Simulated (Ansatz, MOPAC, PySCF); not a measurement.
Torsion F1–Te2–Se3–H4 in FHSeTe (SMILES F[Te][SeH]); at each angle all else is relaxed with GFN2-xTB, and the levels are single points there.
Geometry at 90° (charge 0, multiplicity 1):
```xyz
4

F      1.860    -0.706     0.300
Te     1.030     1.040    -0.261
Se    -1.280     0.483     0.297
H     -1.330     0.941     1.680
```

On the grid 0° to 330°, 0° is the highest and 90° the lowest point at CCSD(T)/CBS(def2-TZVPP, def2-QZVPP).

Cores are frozen in the correlated methods. Filled d and f shells under p-block atoms count as core. CBS(a, b) extrapolates the correlation energy as X⁻³ and adds the Hartree–Fock energy of set b. Rows in 3-21G, LANL2DZ, STO-3G carry no dispersion term and start afresh at each structure; the Pople sets are all-electron and without relativity. LANL2DZ brings its own core potentials from Na on. The state reached by AM1, PM3, PM6, PM7 isn't checked; PM7 holds dispersion and hydrogen-bond terms.

The values were computed with Ansatz (Gaussian basis) for Hartree–Fock, density functionals and correlated methods; MOPAC for AM1, PM3, PM6, PM7 (differences of heats of formation); PySCF for 3-21G rows, LANL2DZ rows, STO-3G rows, the dispersion terms. Values without a source in brackets are computed. In def2 rows elements past Kr take small-core potentials, without spin–orbit coupling.

Other levels give for the energy at 0° less that at 90°: PBE/def2-TZVPP 12.69; B3LYP/def2-TZVPP 11.26; B3LYP-D3(BJ)/def2-TZVPP 11.17; wB97M-V/def2-TZVPP 10.32; CCSD(T)/CBS(def2-TZVPP, def2-QZVPP) 10.67 kcal/mol.

Question: What do these common cheap choices give for the same quantity: AM1, PM3, PM6, PM7, HF/STO-3G, HF/3-21G, B3LYP/3-21G, B3LYP/LANL2DZ?

Answer: AM1 -4.45; PM3 -1.71; PM6 -6.42; PM7 -8.12; HF/STO-3G 3.75; HF/3-21G 3.97; B3LYP/3-21G 7.70; B3LYP/LANL2DZ 8.67 kcal/mol. They span -8.12 to 8.67 kcal/mol.

Ansatz is a first-principles code.
